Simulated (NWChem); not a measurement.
Species: C3H4F2O; SMILES CC(F)(F)C=O

```xyz
10

C     -1.5122     0.3635     0.0000
C     -0.0075     0.3537     0.0000
F      0.4913     1.0073    -1.1057
F      0.4913     1.0073     1.1057
C      0.6508    -1.0413     0.0000
O      0.0342    -2.0815     0.0000
H     -1.8923    -0.1586     0.8974
H     -1.8683     1.4107     0.0000
H     -1.8923    -0.1586    -0.8974
H      1.7801    -0.9851     0.0000
```
Atoms are numbered in this order, from 1.

Program: NWChem. Pople sets run with spherical d functions. STO-3G and 3-21G are far too small for this property and stand as cheap habits. Structure relaxed at the PBE-D3(BJ)/def2-SVP level. B3LYP is NWChem's, with the RPA form of VWN correlation. Field at 589 nm.

```tsv
level	isotropic polarisability (bohr³)	anisotropy (bohr³)	relative time
B3LYP/STO-3G	19.4	6.4	1
B3LYP/6-31G*	34.8	9.7	7
B3LYP/def2-SVP	35.1	9.6	6
```

Times are rough ratios from one shared machine.
